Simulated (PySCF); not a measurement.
# One molecule, several mistakes: CGeH6Si

Calculated results; nothing here was measured. The program is PySCF 2.14.0, an open-source quantum chemistry code, run on an isolated molecule that a program drew, which may never have been made. The molecule is CGeH6Si (charge 0, singlet), drawn as the SMILES string `[CH3][Ge][SiH3]`.

Each row is a Hartree-Fock (HF) and frozen-core CCSD(T) single point in the cc-pV(D+d)Z basis, meant for a local HF minimum. Run 1 is clean. Each other run has one planted mistake out of seven kinds, and not every kind appears here: one electron removed, one electron added, multiplicity raised by two, geometry at a saddle point, minimal basis STO-3G, one bond length entered in bohr, all coordinates scaled. The reference is restricted for singlets and unrestricted otherwise, and also for a bond in bohr. Adding or removing an electron swaps singlet and doublet. Electrons count all cores. HOMO and LUMO are orbital energies over both spins, the gradient is its largest component, and the lowest frequency (negative if imaginary) is given only where the gradient is small. Bond lengths are over the 8 bonds as drawn. T1 is the CCSD diagnostic: over 0.02 (restricted) or 0.045 (unrestricted) a single reference is doubtful. Germanium has the cc-pVDZ-PP basis, with a core potential (ECP10MDF) in place of its 10 inner electrons, and its 3s, 3p and 3d shells are frozen in CCSD(T).

Geometry of the clean run:
```xyz
9
CGeH6Si, angstrom
C    -0.2782   -1.0227   -2.8324
Ge   -1.7537    0.3215   -2.5917
Si   -1.1980    0.8366   -0.2163
H    -0.2637   -1.7692   -2.0321
H    -0.3607   -1.5315   -3.7944
H     0.6834   -0.4960   -2.7991
H    -1.9172    2.0277    0.3034
H     0.2601    1.0603   -0.0194
H    -1.5939   -0.3311    0.6205
```

```
run  electrons  basis functions  <S^2>  HOMO (eV)  LUMO (eV)  gradient (hartree/bohr)  lowest frequency (cm^-1)  mean bond (Å)  longest bond (Å)      T1  HF (hartree)  CCSD(T) (hartree)                          mistake
  1         58               90  0.000      -8.16       0.32                  1.1e-05                        39         1.5313             2.493  0.0131    -623.64014         -624.03623                         no fault
  2         57               90  0.772     -15.79      -6.31                  4.4e-02                         -         1.5313             2.493  0.0163    -623.37531         -623.74294             one electron removed
  3         58               90  2.011      -7.55      -0.04                  2.7e-02                         -         1.5313             2.493  0.0150    -623.61886         -623.99777       multiplicity raised by two
  4         58               90  0.989      -7.23       0.43                  1.1e-02                         -         1.8086             4.712  0.0161    -623.58389         -623.95348  one bond length entered in bohr
  5         59               90  0.763      -1.25       7.26                  2.6e-02                         -         1.5313             2.493  0.0131    -623.65641         -624.06273                                ?
  6         58               90  0.000      -8.29       0.10                  4.0e-02                         -         1.6430             2.675  0.0136    -623.60925         -624.01367                                ?
```

**Which mistake was planted in run 5, and what did it cost?**

It counts 59 electrons, one more than the clean run, at the same geometry and basis. So the mistake is: one electron added. Subtracting run 1 and multiplying by 627.51 kcal/mol a hartree, the energy moved by -10.2 kcal/mol in HF and -16.6 kcal/mol in CCSD(T).

**Which mistake was planted in run 6, and what did it cost?**

The mean and the longest bond both change by the same factor, 1.073, and the gradient is no longer small. So the mistake is: all coordinates scaled. Subtracting run 1 and multiplying by 627.51 kcal/mol a hartree, the energy moved by 19.4 kcal/mol in HF and 14.2 kcal/mol in CCSD(T).

